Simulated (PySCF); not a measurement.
Vertical excitations of a molecule CH₈O₂Si₂ from TDA-PBE/def2-SVPD (PySCF), as energy in eV (oscillator strength): 5.70 (0.042), 6.06 (0.018), 6.32 (0.069), 6.96 (0.004), 6.99 (0.019), 7.05 (0.103), 7.17 (0.072), 7.31 (0.027), 7.36 (0.048), 7.42 (0.024). Lowest triplet (TDA): 5.43 eV. Geometry: PBE0-D3(BJ)/def2-SVP. The values are those of a single conformer.

Which structure fits?
(A) C[Si](O)(O)[SiH3]
(B) OC[SiH2]O[SiH3]
(C) O[SiH2]CO[SiH3]
(D) C[Si@@H](O)O[SiH3]

A, C[Si](O)(O)[SiH3]
